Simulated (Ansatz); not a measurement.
Correlation energies of C2H7AlOSi by basis set

Cartesian coordinates in Å:
```
C 0.139 0.608 1.948
Al 0.098 0.275 0.028
Si -0.413 -1.849 -1.073
C 0.679 1.707 -1.155
O -0.560 1.808 -1.018
H 0.223 1.674 2.177
H 0.990 0.102 2.415
H -0.763 0.229 2.437
H 0.642 -2.871 -0.801
H -0.505 -1.703 -2.554
H -1.702 -2.440 -0.608
H 1.171 2.458 -1.797
```

Charge 0, multiplicity 1. The bonds changed during the relaxation, so this is another structure than the one it started from. The structure was optimised at the PBE0-D4/def2-TZVP level. It is one conformer, not always the lowest. Frozen core, restricted reference, the Gaussian-basis code of Ansatz. CBS rows extrapolate triple and quadruple zeta; past MP2 they add the triple-zeta difference.

```
     basis     HF (Eh)  MP2 corr.
def2-TZVPP  -685.58604   -0.76557
def2-QZVPP  -685.60926   -0.81998
```

Task: Estimate the CCSD correlation energy and the (T) correction in each basis where they were run (hartree).

Result: 
| basis | CCSD corr. | (T) |
| --- | --- | --- |
| def2-TZVPP | -0.81875 | -0.03356 |
| CBS(def2) | -0.91348 | as TZ |
